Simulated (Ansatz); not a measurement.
Input file for Ansatz (an electronic-structure program): R-PBE0/def2-TZVPPD on CH6O2Si (a complex), monomers drawn apart or pushed together. Files ending in .json are basis or fitting sets from the Basis Set Exchange.

Ansatz 0.2 input:
```yaml
crystal:
  periodic: [false, false, false]
  atoms:
    - {symbol: Si, position_ang: [0.10655027, -0.31917526, 0.64220098]}
    - {symbol: H, position_ang: [-0.27518128, -0.53061173, -0.77427612]}
    - {symbol: H, position_ang: [0.68623971, -1.55908719, 1.19231386]}
    - {symbol: H, position_ang: [-1.14324738, 0.00998596, 1.38020952]}
    - {symbol: H, position_ang: [1.04486590, 0.81481815, 0.74117111]}
    - {symbol: O, position_ang: [0.92093391, 0.19846948, 4.01113982]}
    - {symbol: C, position_ang: [0.04776428, 0.48299836, 4.78295313]}
    - {symbol: O, position_ang: [-1.24621079, 0.62429153, 4.47037263]}
    - {symbol: H, position_ang: [0.19607522, 0.66624316, 5.85464536]}
    - {symbol: H, position_ang: [-1.34534795, 0.45571855, 3.51486886]}
basis:
  gaussian:
    orbitals: def2-TZVPPD.json
hamiltonian:
  xc: {name: PBE0}
scf: {lower_state_search: off}
```

Q: Predict the final total energy.

A: -481.4021 hartree.

Q: How many basis functions does it have, and what does it roughly cost on one machine?

A: 267 functions; roughly 5 core-seconds.
